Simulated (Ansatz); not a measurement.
**Molecular dynamics of C$_{3}$H$_{6}$B$_{2}$Cl$_{2}$**

Input:

```yaml
crystal:
  periodic: [false, false, false]
  atoms:
    - { symbol: B, position_ang: [0.47613, -0.544211, 2.209558] }
    - { symbol: B, position_ang: [0.076451, -0.185281, 0.667996] }
    - { symbol: C, position_ang: [-0.362717, -1.019557, -0.659411] }
    - { symbol: C, position_ang: [-0.079309, 0.252306, -1.58221] }
    - { symbol: C, position_ang: [0.112128, 1.130164, -0.272855] }
    - { symbol: Cl, position_ang: [-1.643884, 1.66225, 0.332374] }
    - { symbol: Cl, position_ang: [1.300168, 2.551207, -0.281368] }
    - { symbol: H, position_ang: [1.546203, -0.98367, 2.464607] }
    - { symbol: H, position_ang: [-0.267716, -0.406524, 3.119434] }
    - { symbol: H, position_ang: [-1.420111, -1.35603, -0.682605] }
    - { symbol: H, position_ang: [0.290036, -1.888258, -0.890974] }
    - { symbol: H, position_ang: [-0.88715, 0.580703, -2.270887] }
    - { symbol: H, position_ang: [0.88007, 0.172301, -2.138859] }
magnetization:
  spin_polarized: true
basis:
  gaussian: { orbitals: STO-3G }
hamiltonian:
  xc: blyp
md:
  timestep: 1.0
  n_steps: 104
  ensemble: nvt_nose_hoover
  temperature: 3000.0
  initial_velocities: maxwell_boltzmann
  seed: 549910
```

Run as:

```bash
$ ansatz run input.yaml --threads 1 --pin off --max-ram 2048MiB --backend cpu --events-out ev --progress --plain --runs-dir out
```

It starts from a relaxed structure.

Output, in part (one step line in 4, the closing report, with atoms numbered from 0):

```
md step     0: t =     0.00 fs  T =  3000.0 K  F+E_penalty+E_count = -29271.52056932 eV  E_kin = 4.265580 eV  conserved = -29267.25498935 eV  (24 SCF iters)
md step     4: t =     4.00 fs  T =  1606.8 K  F+E_penalty+E_count = -29269.50134455 eV  E_kin = 2.284597 eV  conserved = -29267.21737857 eV  (28 SCF iters)
md step     8: t =     8.00 fs  T =   678.2 K  F+E_penalty+E_count = -29268.13754516 eV  E_kin = 0.964247 eV  conserved = -29267.17595293 eV  (29 SCF iters)
md step    12: t =    12.00 fs  T =  1970.4 K  F+E_penalty+E_count = -29269.99313531 eV  E_kin = 2.801647 eV  conserved = -29267.20219619 eV  (27 SCF iters)
md step    16: t =    16.00 fs  T =  1678.5 K  F+E_penalty+E_count = -29269.56163748 eV  E_kin = 2.386625 eV  conserved = -29267.20062312 eV  (27 SCF iters)
md step    20: t =    20.00 fs  T =  1355.8 K  F+E_penalty+E_count = -29269.09974430 eV  E_kin = 1.927743 eV  conserved = -29267.21054456 eV  (27 SCF iters)
md step    24: t =    24.00 fs  T =  1649.9 K  F+E_penalty+E_count = -29269.52756352 eV  E_kin = 2.345976 eV  conserved = -29267.23718920 eV  (29 SCF iters)
md step    28: t =    28.00 fs  T =  1526.3 K  F+E_penalty+E_count = -29269.28780913 eV  E_kin = 2.170165 eV  conserved = -29267.19494224 eV  (29 SCF iters)
md step    32: t =    32.00 fs  T =  1826.6 K  F+E_penalty+E_count = -29269.70298690 eV  E_kin = 2.597188 eV  conserved = -29267.21352143 eV  (29 SCF iters)
md step    36: t =    36.00 fs  T =  1178.3 K  F+E_penalty+E_count = -29268.73580043 eV  E_kin = 1.675422 eV  conserved = -29267.19681351 eV  (30 SCF iters)
md step    40: t =    40.00 fs  T =  1629.0 K  F+E_penalty+E_count = -29269.36441765 eV  E_kin = 2.316183 eV  conserved = -29267.20955475 eV  (30 SCF iters)
md step    44: t =    44.00 fs  T =  1489.4 K  F+E_penalty+E_count = -29269.10673979 eV  E_kin = 2.117752 eV  conserved = -29267.19210963 eV  (28 SCF iters)
md step    48: t =    48.00 fs  T =  1048.1 K  F+E_penalty+E_count = -29268.42793696 eV  E_kin = 1.490197 eV  conserved = -29267.17353091 eV  (29 SCF iters)
md step    52: t =    52.00 fs  T =  2154.2 K  F+E_penalty+E_count = -29269.99870923 eV  E_kin = 3.062913 eV  conserved = -29267.22047084 eV  (30 SCF iters)
md step    56: t =    56.00 fs  T =  1657.8 K  F+E_penalty+E_count = -29269.21396870 eV  E_kin = 2.357105 eV  conserved = -29267.20333289 eV  (31 SCF iters)
md step    60: t =    60.00 fs  T =   985.7 K  F+E_penalty+E_count = -29268.19586042 eV  E_kin = 1.401579 eV  conserved = -29267.17839323 eV  (31 SCF iters)
md step    64: t =    64.00 fs  T =  1673.7 K  F+E_penalty+E_count = -29269.12598637 eV  E_kin = 2.379768 eV  conserved = -29267.18198857 eV  (31 SCF iters)
md step    68: t =    68.00 fs  T =  1580.3 K  F+E_penalty+E_count = -29268.92869593 eV  E_kin = 2.246944 eV  conserved = -29267.18605290 eV  (31 SCF iters)
md step    72: t =    72.00 fs  T =  1671.2 K  F+E_penalty+E_count = -29269.02713710 eV  E_kin = 2.376228 eV  conserved = -29267.21621298 eV  (30 SCF iters)
md step    76: t =    76.00 fs  T =  1625.0 K  F+E_penalty+E_count = -29268.91286056 eV  E_kin = 2.310507 eV  conserved = -29267.23168311 eV  (30 SCF iters)
md step    80: t =    80.00 fs  T =  1093.9 K  F+E_penalty+E_count = -29268.04076309 eV  E_kin = 1.555387 eV  conserved = -29267.17085976 eV  (30 SCF iters)
md step    84: t =    84.00 fs  T =  1937.7 K  F+E_penalty+E_count = -29269.20944482 eV  E_kin = 2.755086 eV  conserved = -29267.21432448 eV  (30 SCF iters)
md step    88: t =    88.00 fs  T =  1548.6 K  F+E_penalty+E_count = -29268.56556745 eV  E_kin = 2.201893 eV  conserved = -29267.20183410 eV  (31 SCF iters)
md step    92: t =    92.00 fs  T =  1306.2 K  F+E_penalty+E_count = -29268.14870877 eV  E_kin = 1.857246 eV  conserved = -29267.18275156 eV  (31 SCF iters)
md step    96: t =    96.00 fs  T =  2107.9 K  F+E_penalty+E_count = -29269.22061755 eV  E_kin = 2.997108 eV  conserved = -29267.19695780 eV  (30 SCF iters)
md step   100: t =   100.00 fs  T =  1077.0 K  F+E_penalty+E_count = -29267.64216827 eV  E_kin = 1.531360 eV  conserved = -29267.16579973 eV  (31 SCF iters)
md step   104: t =   104.00 fs  T =  1555.6 K  F+E_penalty+E_count = -29268.32723236 eV  E_kin = 2.211804 eV  conserved = -29267.21774872 eV  (53 SCF iters)
Total energy: -29268.32754704 eV, -1075.5911985687 hartree
Atom 0 at     0.037384    -0.096577     2.188046 Å, force    -0.600507    -4.567351     1.331176 eV/Å
Atom 1 at    -0.160145     0.139746     0.603587 Å, force    -1.806209    -2.347098     1.619820 eV/Å
Atom 2 at    -0.557779    -0.838167    -0.707249 Å, force     1.249128     0.059913    -3.552943 eV/Å
Atom 3 at     0.173620     0.431224    -1.675986 Å, force    -2.826667    -0.721096     0.778155 eV/Å
Atom 4 at     0.483083     1.125532    -0.308359 Å, force     1.007034     1.827658    -4.383476 eV/Å
Atom 5 at    -1.854436     1.275364     0.627060 Å, force     0.469097     0.553950    -0.141930 eV/Å
Atom 6 at     1.593997     2.554295    -0.462035 Å, force    -0.201886     0.076091     0.810388 eV/Å
Atom 7 at     1.013725     0.088347     2.740014 Å, force     1.121516     1.318138     0.889001 eV/Å
Atom 8 at    -0.540871    -1.075734     2.797588 Å, force     0.240913     2.241078    -1.148405 eV/Å
Atom 9 at    -1.594823    -1.242005    -0.755335 Å, force    -0.992863     1.907220     0.117772 eV/Å
Atom 10 at    -0.203588    -1.625050    -1.462148 Å, force     1.738614    -0.549236     2.529208 eV/Å
Atom 11 at    -0.389650     0.937355    -2.514399 Å, force    -0.055495     0.326323     0.826799 eV/Å
Atom 12 at     1.060632     0.008980    -2.182988 Å, force     0.657327    -0.125589     0.324435 eV/Å
Dipole moment:     0.239962     0.027636    -0.568513 e Å
```

The run went to its last step. The conserved energy wandered by up to 7.7 meV per atom (net 2.9 meV per atom), which is poor conservation. The mean temperature of the second half is 49 % below the set value. A run of 0.1 ps of so small a system gives no equilibrium averages. The orbitals were unrestricted but ended closed-shell. Limits of this set-up: minimal basis.

Parted: C5–Cl6 1.93 → 2.52 Å. Joined: B2–Cl6 2.55 → 2.04 Å. Pairs count as bonded within 1.25 times the sum of covalent radii (0.12 Å more for H–H).

Last frame:

```xyz
13
Properties=species:S:1:pos:R:3
B 0.037 -0.097 2.188
B -0.160 0.140 0.604
C -0.558 -0.838 -0.707
C 0.174 0.431 -1.676
C 0.483 1.125 -0.308
Cl -1.854 1.275 0.627
Cl 1.594 2.554 -0.462
H 1.014 0.088 2.740
H -0.541 -1.076 2.798
H -1.595 -1.242 -0.755
H -0.204 -1.625 -1.462
H -0.390 0.937 -2.514
H 1.061 0.009 -2.183
```

The run took 13 min on 1 thread of Intel(R) Xeon(R) Platinum 8259CL CPU @ 2.50GHz (Skylake/Cascade Lake), on a shared host, peak memory 0.15 GiB.
